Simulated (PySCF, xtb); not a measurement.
H2O, SMILES O.

GFN2-xTB (xtb) at its own geometry gives an orbital gap of 14.39 eV and a dipole moment of 2.22 D.

Geometry: PBE0-D3(BJ)/def2-TZVPD.

### Question
What does PBE/def2-TZVPD in PySCF give? (Estimate from the structure and the level; the computed values follow.)

### Answer
gap 6.60 eV (levels -7.23 and -0.63 eV), dipole 1.79 D.
